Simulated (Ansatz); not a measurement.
Geometry optimisation, RKS B3LYP-D4/6-31G (Ansatz).

Input:

```yaml
crystal:
  periodic: [false, false, false]
  atoms:
    - { symbol: Si, position_ang: [0.0, 0.0, 0.0] }
    - { symbol: H, position_ang: [0.0, 0.0, 1.46] }
    - { symbol: Cl, position_ang: [2.0086, 0.0, -0.7093] }
    - { symbol: Si, position_ang: [-1.0456, 1.8115, -0.7393] }
    - { symbol: H, position_ang: [-2.4302, 1.478, -1.0607] }
    - { symbol: H, position_ang: [-1.0215, 2.8436, 0.2931] }
    - { symbol: H, position_ang: [-0.3743, 2.3069, -1.9374] }
    - { symbol: Si, position_ang: [-1.0456, -1.8115, -0.7393] }
    - { symbol: H, position_ang: [-1.7029, -2.4846, 0.3772] }
    - { symbol: H, position_ang: [-2.0454, -1.4265, -1.7311] }
    - { symbol: H, position_ang: [-0.0777, -2.7173, -1.3511] }
basis:
  gaussian: { orbitals: "6-31G" }
hamiltonian:
  xc: b3lyp
  dispersion: d4
relax:
  f_tol: 0.02
  max_steps: 40
output:
  orbitals: {}
```

Command:

```bash
$ ansatz run input.yaml --threads 1 --pin off --max-ram 2048MiB --backend cpu --events-out ev --progress --plain --runs-dir out
```

Problem. Where does it end, and by what steps?

Solution. It converged. The force dipped under the threshold on the way, but the program's further checks kept it going. Limits of this set-up: no polarisation functions. After 15 steps the energy has fallen by 0.586 eV; H10 moved furthest, 1.25 Å.

```csv
step,energy less start (eV),largest force component (eV/Å),accepted
0,0.0000,1.324,yes
1,-0.4847,0.345,yes
2,-0.5158,0.091,yes
3,-0.5201,0.038,yes
4,-0.5355,0.038,yes
5,-0.5422,0.228,yes
6,-0.5491,0.155,yes
7,-0.5623,0.014,yes
8,-0.5682,0.168,yes
9,-0.5708,0.157,yes
10,-0.5799,0.009,yes
11,-0.5826,0.069,yes
12,-0.5840,0.075,yes
13,-0.5852,0.066,yes
14,-0.5859,0.034,yes
15,-0.5861,0.012,yes
```

```xyz
11
Properties=species:S:1:pos:R:3
Si -0.036 -0.007 0.004
H 0.139 -0.107 1.493
Cl 2.036 0.157 -0.808
Si -1.164 1.988 -0.592
H -2.559 1.935 -0.035
H -0.446 3.177 -0.028
H -1.235 2.093 -2.085
Si -0.961 -1.997 -0.883
H -2.337 -2.188 -0.306
H -1.068 -1.878 -2.374
H -0.104 -3.173 -0.524
```

Whether the end is a true minimum wasn't checked by a vibrational analysis.

Time of the run: 59 s on 1 thread of Arm Neoverse V2, on a shared host, peak memory 0.17 GiB.
